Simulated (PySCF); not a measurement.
# GaBr⁺: energy against distance

Set-up: Ga def2-TZVPPD, Br def2-TZVPPD; no relativity (PySCF 2.14). Energies in eV from Ga⁺ + Br in their ground configurations at the same level. State: ²Σ⁺ (doublet), unpaired electrons σ ↑.

All columns are PBE0. A positive dipole points towards Br; it is taken about the centre of mass and depends on that origin.

```
R (Å)  E (eV)  μ (D)  Mulliken charge on Ga (basis-dependent)  HOMO (eV)  LUMO (eV)  Mayer bond order  ⟨S²⟩
1.944   0.012  -3.07                                     0.66     -14.47     -11.00              1.66  0.75
2.034  -0.542  -3.47                                     0.75     -14.58     -11.21              1.56  0.75
2.124  -0.825  -3.85                                     0.81     -14.67     -11.39              1.46  0.75
2.192  -0.914  -4.11                                     0.86     -14.73     -11.52              1.39  0.76
2.260  -0.931  -4.36                                     0.89     -14.77     -11.62              1.31  0.76
2.328  -0.898  -4.57                                     0.92     -14.66     -11.71              1.22  0.76
2.418  -0.807  -4.82                                     0.94     -14.47     -11.78              1.11  0.76
2.531  -0.662  -5.07                                     0.95     -14.26     -11.82              0.95  0.76
2.667  -0.488  -5.33                                     0.94     -14.05     -11.78              0.76  0.76
2.848  -0.304  -5.68                                     0.93     -13.81     -11.61              0.54  0.76
```

A fit through these points gives, at Re = 2.245 Å, μ = -4.30 D and dμ/dR = -3.46 D/Å; the reduced mass is 36.79 u.

Task: How strong is the fundamental in the double-harmonic approximation, I = 42.26·(dμ/dR)²/μred km/mol?

Result: I = 42.26·(-3.46)²/36.79 = 13.8 km/mol at PBE0.

Spin–orbit coupling is left out. For an ion De counts to the pair picked by the measured ionisation energies or electron affinities, which need not be the lowest pair at this level. The state is the lowest determinant that a PBE0 search found; another state may lie lower at other levels.
